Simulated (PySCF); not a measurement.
Molfile (atoms numbered from 1):
```
CH6BNO2
     RDKit          3D

 11 10  0  0  0  0  0  0  0  0999 V2000
    1.7292   -0.4554   -0.3464 N   0  0  0  0  0  0  0  0  0  0  0  0
    0.7080    0.2049    0.4619 C   0  0  0  0  0  0  0  0  0  0  0  0
   -0.7965    0.0907   -0.0228 B   0  0  0  0  0  0  0  0  0  0  0  0
   -1.0673   -0.6277   -1.1438 O   0  0  0  0  0  0  0  0  0  0  0  0
   -1.8474    0.6809    0.6250 O   0  0  0  0  0  0  0  0  0  0  0  0
    1.5052   -1.4478   -0.4082 H   0  0  0  0  0  0  0  0  0  0  0  0
    1.6489   -0.1260   -1.3075 H   0  0  0  0  0  0  0  0  0  0  0  0
    0.7804   -0.1709    1.5011 H   0  0  0  0  0  0  0  0  0  0  0  0
    0.9688    1.2771    0.5602 H   0  0  0  0  0  0  0  0  0  0  0  0
   -2.0101   -0.6247   -1.3449 H   0  0  0  0  0  0  0  0  0  0  0  0
   -1.5825    1.1700    1.4090 H   0  0  0  0  0  0  0  0  0  0  0  0
  1  2  1  0
  2  3  1  0
  3  4  1  0
  3  5  1  0
  1  6  1  0
  1  7  1  0
  2  8  1  0
  2  9  1  0
  4 10  1  0
  5 11  1  0
M  END
```

Computed data (PySCF): geometry from PBE0-D3(BJ)/def2-SVP, GIAO CAM-B3LYP/pcSseg-2 shieldings. One computed conformer, no solvent, equivalent nuclei averaged, no relativistic terms.

Referencing at the same level of theory: ¹³C, ¹H against TMS; ¹⁵N against NH3; BF3·OEt2 for ¹¹B; ¹⁷O against H2O.

| atoms | nucleus | count | δ (ppm) |
| --- | --- | --- | --- |
| H10/H11 | ¹H | 2 | 3.49 |
| H8/H9 | ¹H | 2 | 2.19 |
| B3 | ¹¹B | 1 | 33.3 |
| H6/H7 | ¹H | 2 | ? |
| O4/O5 | ¹⁷O | 2 | 114.1 |
| N1 | ¹⁵N | 1 | 21.6 |
| C2 | ¹³C | 1 | ? |

Complete the table.

## Answers


- C2: 33.0 ppm, sp3 CH2 bonded to B and N; deshielded by the electronegative neighbour
- H6/H7: 0.28 ppm, hydrogen on an amine nitrogen; exchangeable, gas-phase position

OH/NH shifts are gas-phase values; hydrogen bonding in solution moves them, usually downfield. A carbon bonded to boron is broadened by the quadrupolar boron nucleus and is often missing from a measured spectrum. Shifts are as computed, not scaled to solution data. Of 1309 compounds with measured shifts, 239 miss one by over three times the rms of a fit or turn the order of signals round; such compounds aren't used in these exercises. Experimental scales use liquid or dissolved standards, which lie at an offset from isolated NH3 (liquid NH3: subtract about 20 ppm) and H2O (liquid H2O: subtract about 36 ppm).
